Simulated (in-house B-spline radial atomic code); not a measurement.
Co III (Co2+) is squeezed into an impenetrable sphere of radius R (the orbitals vanish at R). No spin polarisation. Computed with an all-electron radial atomic-structure program (B-spline basis): non-relativistic Hartree-Fock, average of configuration, point nucleus.

Energies in eV above the free ion in [Ar] 3d7:

```json
{"R (bohr)": "8.43", "highest level (eV)": "-36.6", "[Ar] 3d7": "0", "[Ne] 3s2 3p5 3d8": "63.09", "-dE/dV in [Ar] 3d7 (GPa)": "5.01e-06"}
{"R (bohr)": "6.16", "highest level (eV)": "-36.6", "[Ar] 3d7": "0.0008424", "[Ne] 3s2 3p5 3d8": "63.09", "-dE/dV in [Ar] 3d7 (GPa)": "0.00522"}
{"R (bohr)": "5.24", "highest level (eV)": "-36.5", "[Ar] 3d7": "0.01003", "[Ne] 3s2 3p5 3d8": "63.1", "-dE/dV in [Ar] 3d7 (GPa)": "0.0832"}
{"R (bohr)": "4.17", "highest level (eV)": "-36.4", "[Ar] 3d7": "0.1613", "[Ne] 3s2 3p5 3d8": "63.26", "-dE/dV in [Ar] 3d7 (GPa)": "2.03"}
{"R (bohr)": "3.33", "highest level (eV)": "-35.4", "[Ar] 3d7": "1.336", "[Ne] 3s2 3p5 3d8": "64.54", "-dE/dV in [Ar] 3d7 (GPa)": "26"}
{"R (bohr)": "2.93", "highest level (eV)": "-34", "[Ar] 3d7": "3.662", "[Ne] 3s2 3p5 3d8": "67.09", "-dE/dV in [Ar] 3d7 (GPa)": "93.5"}
{"R (bohr)": "2.59", "highest level (eV)": "-31.5", "[Ar] 3d7": "8.842", "[Ne] 3s2 3p5 3d8": "72.75", "-dE/dV in [Ar] 3d7 (GPa)": "301"}
{"R (bohr)": "2.29", "highest level (eV)": "-27.3", "[Ar] 3d7": "20.03", "[Ne] 3s2 3p5 3d8": "84.84", "-dE/dV in [Ar] 3d7 (GPa)": "924"}
{"R (bohr)": "1.78", "highest level (eV)": "-8.6", "[Ar] 3d7": "93.17", "[Ne] 3s2 3p5 3d8": "161.6", "-dE/dV in [Ar] 3d7 (GPa)": "8200"}
{"R (bohr)": "1.21", "highest level (eV)": "78.2", "[Ar] 3d7": "695.2", "[Ne] 3s2 3p5 3d8": "768.5", "-dE/dV in [Ar] 3d7 (GPa)": "157000"}
```

Question: Does [Ne] 3s2 3p5 3d8 fall below [Ar] 3d7 under compression?

Answer: No, it stays above over the whole range.

The highest level is first positive in the row R = 1.21 bohr, pushed up by confinement above the zero of the free ion's potential. Each configuration is held fixed and needn't be the lowest in the sphere.
